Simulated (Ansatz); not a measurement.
Molecule: sum formula NaOH (charge 0, singlet). 
Coordinates optimised at B3LYP-D3(BJ)/def2-TZVP (Ansatz, a first-principles code):
SMILES: [Na][OH]
```xyz
3

Na     0.0000     0.0000    -0.9172
O      0.0000     0.0000     1.0150
H      0.0000     0.0000     1.9692
```

Basis-set convergence of Hartree-Fock and MP2 correlation energies (hartree) with Ansatz. Valence correlation only, unless marked. Spin-orbit coupling is left out. No relativistic terms.

| basis | functions | E(HF) | E(corr, MP2) |
|---|---|---|---|
| def2-SVPD | 49 | -237.19204 | -0.22577 |
| def2-TZVPPD | 92 | -237.33733 | -0.27389 |
| def2-QZVPPD | 157 | -237.34667 | -0.29418 |

Extrapolating the two largest sets (X = 3 and 4) as X^-3: E(corr) = (64·(-0.29418) - 27·(-0.27389))/37 = -0.3090 Eh, an estimate of the basis-set limit. The largest set recovers 95.2 % of it, the smallest 73.1 %.
